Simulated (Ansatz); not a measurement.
Reaction (formal hydrolysis of a Ge–Si bond): `[SiH3][GeH]([SiH3])[SiH3]` + H₂O → `[OH][GeH]([SiH3])[SiH3]` + SiH₄

Gas-phase electronic energies from Ansatz, PBE0-D4/def2-TZVP geometries. CCSD(T)/CBS is the MP2 limit (def2-TZVPP, def2-QZVPP) plus CCSD(T) − MP2 in def2-TZVPP, frozen cores. This one scheme is used for every species. DFT in def2-TZVPP. For Ge outer-core shells are correlated without core-valence functions, which leaves a few kJ/mol of doubt a bond. Scalar relativity is left out up to krypton. Each species was taken in one conformer, which may not be the lowest.

```tsv
level	ΔE (kcal/mol)
PBE-D4	6.3
B2PLYP	1.6
r2SCAN0	4.8
CCSD(T)/def2-SVP	2.2
```

**Question.** What does CCSD(T)/CBS give? (An estimate is asked.)

**Answer.** Computed: +5.4 kcal/mol. The listed levels differ from it by 0.9, -3.8, -0.6, -3.2 kcal/mol.

Largest T1 diagnostic among the species: 0.013.

At CCSD(T), def2-SVP lies −3.3 kcal/mol from the extrapolated value and def2-TZVPP −1.7 kcal/mol. Leaving LDA and LC-ωPBE aside and taking each functional with its dispersion term where it has one, the values, not all of them listed here, spread over 5.3 kcal/mol, from CAM-B3LYP-D4 to HSE06-D4. LDA lies +1.4 kcal/mol from PBE without D4. The D4 term adds +2.0 kcal/mol with B3LYP and +1.2 kcal/mol with PBE0; it sums over pairs of atoms, weighted by their polarisabilities, and B3LYP, whose exchange is more repulsive, gets the larger term.

CCSD(T)/CBS has its own doubt, a few kJ/mol and more with outer-core shells, so smaller differences from it don't rank the levels.

B3LYP here is the variant with VWN-RPA as its local correlation; programs differ in this.
